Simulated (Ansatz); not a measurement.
Computed with Ansatz on PBE0-D4/def2-TZVP structures; ΔE is electronic, products minus reactants. CCSD(T)/CBS adds triple-zeta CCSD(T) − MP2 to the extrapolated MP2 energy (def2 sets, frozen cores). This one scheme is used for every species. Functionals use def2-TZVPP. B3LYP here is the variant with VWN-RPA as its local correlation; programs differ in this. One conformer a species, not always the lowest.

Consider the silylene formation by 1,1-elimination: `[NH2][AlH][O]C[SiH3]` → `C[O][AlH][NH2]` + `[SiH2]`.

CCSD(T)/CBS gives +52.2 kcal/mol.

(1) Another level gave +56.0 kcal/mol. Which?
A. ωB97M-V/def2-TZVPP
B. LC-ωPBE/def2-TZVPP
C. BHLYP-D4/def2-TZVPP
D. B3LYP/def2-TZVPP

Largest T1 diagnostic among the species: 0.014.

## Answers

(1) B. LC-ωPBE 56.0, BHLYP-D4 53.3, ωB97M-V 51.5, B3LYP 48.0 kcal/mol.

At CCSD(T), def2-SVP lies −4.0 kcal/mol from the extrapolated value and def2-TZVPP −1.6 kcal/mol. The D4 term adds +3.6 kcal/mol with B3LYP and +2.0 kcal/mol with PBE0; it sums over pairs of atoms, weighted by their polarisabilities, and B3LYP, whose exchange is more repulsive, gets the larger term. In def2-TZVPP, CCSD(T) changes the Hartree–Fock value by +4.4 kcal/mol (the triples alone add +1.3 kcal/mol) and MP2 by +8.7 kcal/mol.

CCSD(T)/CBS has its own doubt, a few kJ/mol and more with outer-core shells, so smaller differences from it don't rank the levels.
